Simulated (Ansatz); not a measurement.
Geometry optimisation, Ansatz 0.2.0, RKS B3LYP-D4/6-31G.

Input:

```yaml
crystal:
  periodic: [false, false, false]
  atoms:
    - { symbol: C, position_ang: [0.5744, -1.8956, 0.1309] }
    - { symbol: C, position_ang: [0.7496, -0.4408, 0.6514] }
    - { symbol: C, position_ang: [-0.2655, 0.5774, 0.0187] }
    - { symbol: C, position_ang: [-0.0778, 0.8834, -1.4702] }
    - { symbol: B, position_ang: [-0.6874, 1.7538, 0.9268] }
    - { symbol: "N", position_ang: [-1.5727, 0.5372, 0.523] }
    - { symbol: H, position_ang: [-0.4922, -2.1721, 0.3143] }
    - { symbol: H, position_ang: [0.7704, -1.8771, -0.9774] }
    - { symbol: H, position_ang: [1.2182, -2.538, 0.6742] }
    - { symbol: H, position_ang: [0.6686, -0.4591, 1.7853] }
    - { symbol: H, position_ang: [1.7808, -0.123, 0.4304] }
    - { symbol: H, position_ang: [0.8928, 1.2199, -1.7063] }
    - { symbol: H, position_ang: [-0.4311, -0.0184, -2.0617] }
    - { symbol: H, position_ang: [-0.8991, 1.6736, -1.7557] }
    - { symbol: H, position_ang: [-0.6214, 2.904, 1.1663] }
    - { symbol: H, position_ang: [-1.6304, -0.0476, 1.3942] }
basis:
  gaussian: { orbitals: "6-31G" }
hamiltonian:
  xc: b3lyp
  dispersion: d4
relax:
  f_tol: 0.015
  max_steps: 40
output:
  orbitals: {}
```

Launched with:

```bash
$ ansatz run input.yaml --threads 1 --pin off --max-ram 2048MiB --backend cpu --events-out ev --progress --plain --runs-dir out
```

Problem. Where does it end, and by what steps?

Solution. It converged. Limits of this set-up: no polarisation functions. After 10 steps the energy has fallen by 1.777 eV; H16 moved furthest, 0.91 Å.

```
step  energy less start (eV)  largest force component (eV/Å)  accepted
   0                  0.0000                           5.255       yes
   1                 -0.9513                           2.761       yes
   2                 -1.3999                           1.786       yes
   3                 -1.5739                           0.808       yes
   4                 -1.6527                           0.946       yes
   5                 -1.7202                           0.794       yes
   6                 -1.7568                           0.531       yes
   7                 -1.7690                           0.333       yes
   8                 -1.7752                           0.163       yes
   9                 -1.7767                           0.032       yes
  10                 -1.7768                           0.006       yes
```

```xyz
16
Properties=species:S:1:pos:R:3
C 0.555 -1.837 0.188
C 0.894 -0.387 0.578
C -0.104 0.647 0.051
C -0.109 0.820 -1.463
B -0.729 1.751 1.016
N -1.462 0.642 0.724
H -0.437 -2.118 0.566
H 0.551 -1.976 -0.899
H 1.282 -2.540 0.611
H 0.945 -0.314 1.672
H 1.893 -0.127 0.201
H 0.880 1.149 -1.809
H -0.348 -0.115 -1.989
H -0.841 1.573 -1.772
H -0.726 2.768 1.614
H -2.267 0.041 0.756
```

Run time: 51 s on 1 thread of Arm Neoverse V2, with other jobs on the host, peak memory 0.18 GiB.
